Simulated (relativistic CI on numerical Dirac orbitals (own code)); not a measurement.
## Ti3+: 3p photoemission

Computed with this model: Dirac-Coulomb-Breit CI, orbitals from a KLI potential per configuration, a model potential for QED, valence Slater integrals scaled by 0.8, multiplet model of photoemission in the sudden approximation; configurations [Ar] 3d → [Ne] 3s2 3p5 3d; 300 K; Lorentzian 0.8 eV and Gaussian 0.6 eV FWHM. Energies are those of the free ion, without screening or charge transfer. The energies are binding energies and can lie tens of eV above those of solids. S is read from ⟨S²⟩ = S(S + 1).

Field parameters in Wybourne normalisation: D3d B²₀ = −7Dσ, B⁴₀ = −14Dq − 21Dτ, B⁴₃ = −14√(10/7) Dq. The field is a parameter set, without covalency.

free ion: ground-state S = 0.50, centroid 79.46 eV. Peaks (eV, height): 76.7 (48), 78.0 (93), 80.3 (100), 91.3 (13).

D3d, 10Dq = 15450, Dσ = -1200, Dτ = -390 cm⁻¹: ground-state S = 0.50, centroid 79.46 eV. Peaks (eV, height): 77.2 (100), 78.4 (100), 80.5 (99), 92.3 (13).

D3d, 10Dq = 15450, Dσ = -240, Dτ = -390 cm⁻¹: ground-state S = 0.50, centroid 79.46 eV. Peaks (eV, height): 77.1 (93), 78.3 (96), 80.4 (100), 92.2 (13).

D3d, 10Dq = 15450, Dσ = 1200, Dτ = -390 cm⁻¹: ground-state S = 0.50, centroid 79.46 eV. Peaks (eV, height): 77.2 (74), 78.1 (100), 80.4 (93), 92.1 (12).

Strongest unbroadened transitions for D3d, 10Dq = 15450, Dσ = -240, Dτ = -390 cm⁻¹:

| Energy (eV) | Relative strength |
| --- | --- |
| 76.86 | 41.4 |
| 76.93 | 48.3 |
| 76.98 | 32.2 |
| 76.99 | 52.6 |
| 77.16 | 47.8 |
| 77.18 | 32.1 |
| 77.22 | 33.2 |
| 77.23 | 40.8 |
| 78.01 | 39.1 |
| 78.31 | 70.6 |
| 78.38 | 60.7 |
| 78.59 | 54.0 |
| 80.27 | 100.0 |
| 80.34 | 30.2 |
| 80.36 | 39.0 |
| 80.39 | 56.1 |
| 81.47 | 30.3 |
| 92.21 | 31.5 |
